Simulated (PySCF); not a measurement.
C₃H₁₀GaN.
SMILES with atom numbers: `[NH3+:1][GaH2-:2][CH:3]1[CH2:4][CH2:5]1` (hydrogens: H6, H7, H8 on N1; H9, H10 on Ga2; H11 on C3; H12, H13 on C4; H14, H15 on C5)

Geometry (PBE0-D3(BJ)/def2-SVP, Å), atoms numbered from 1 in this order:
```xyz
15
C3H10GaN angstrom
N      2.1613   -0.5962    0.3069
Ga     0.9291    0.9910   -0.4701
C     -0.7379   -0.0507   -0.6686
C     -1.4098   -0.6197    0.5652
C     -2.0513    0.5070   -0.1767
H      3.0854   -0.2786    0.5971
H      2.2861   -1.3371   -0.3822
H      1.6973   -1.0050    1.1180
H      1.7889    1.3738   -1.7431
H      0.9531    1.9420    0.8011
H     -0.8338   -0.6849   -1.5588
H     -1.8793   -1.6070    0.5023
H     -0.9805   -0.4020    1.5511
H     -2.9571    0.2876   -0.7504
H     -2.0584    1.4966    0.2923
```

Computed, not measured: core-valence-separated Tamm–Dancoff BHandHLYP/aug-pcX-1 (pcseg-1 on H, def2-SVPD on Ga) in PySCF, non-relativistic, gas phase, PBE0-D3(BJ)/def2-SVP geometry. The energies are unshifted.

Problem. Give energies, oscillator strengths and core holes at the N K edge.

Solution. 
| E (eV) | f | core hole on | main final orbital |
| --- | --- | --- | --- |
| 400.05 | 0.0090 | N1 | LUMO (86 %) |
| 401.31 | 0.0418 | N1 | spread |
| 401.37 | 0.0410 | N1 | spread |
| 402.82 | 0.0227 | N1 | spread |
| 403.47 | 0.0000 | N1 | LUMO+5 (38 %) |
| 403.75 | 0.0019 | N1 | LUMO+3 (38 %) |
| 403.89 | 0.0007 | N1 | spread |

The first line with a tenth or more of the strongest one's intensity is at 400.05 eV (f = 0.009), with the hole on N1 (nitrogen bonded to Ga and 3 H). The strongest listed is at 401.31 eV (f = 0.042; N1).

Problem. What does the C 1s absorption edge look like?

Solution. 
| E (eV) | f | core hole on | main final orbital |
| --- | --- | --- | --- |
| 284.72 | 0.0032 | C3 | LUMO (82 %) |
| 285.15 | 0.0044 | C4 | LUMO (66 %) |
| 285.16 | 0.0097 | C3 | LUMO+2 (40 %) |
| 285.52 | 0.0033 | C5 | LUMO+1 (41 %) |
| 285.61 | 0.0089 | C5 | LUMO (58 %) |
| 285.74 | 0.0183 | C4 | LUMO+1 (32 %) |
| 285.85 | 0.0124 | C3 | LUMO+4 (62 %) |
| 285.97 | 0.0069 | C3 + C4 | LUMO+1 (38 %) |
| 285.98 | 0.0032 | C3 + C5 | LUMO+1 (32 %) |
| 285.99 | 0.0233 | C4 + C5 | spread |
| 286.22 | 0.0290 | C3 | spread |
| 286.33 | 0.0123 | C3 | LUMO+3 (48 %) |
| 286.41 | 0.0183 | C5 | LUMO+2 (35 %) |
| 286.53 | 0.0393 | C4 + C5 | spread (2 roots, f summed) |

The first line with a tenth or more of the strongest one's intensity is at 285.15 eV (f = 0.004), with the hole on C4 (three-membered-ring carbon). The strongest listed is at 286.53 eV (f = 0.039, sum of 2; C4 + C5).

Roots within 0.03 eV whose holes lie on the same, on equivalent or on shared atoms are summed into one line, and the highest roots are left out, as the search may have cut off their partners. Final orbitals are the ground state's empty Kohn–Sham orbitals.

Problem. What are the wavelength and the wavenumber of the 402.82 eV line?

Solution. λ = 12398.42 eV Å/402.82 eV = 30.779 Å; 3.2490 × 10⁶ cm⁻¹.

The list ends where the root search ended, not at a threshold. The BHandHLYP/aug-pcX-1 (pcseg-1 on H, def2-SVPD on Ga) calculation is non-relativistic and has no spin–orbit coupling, an omission that weighs most on gallium.

One conformer stands for the species.
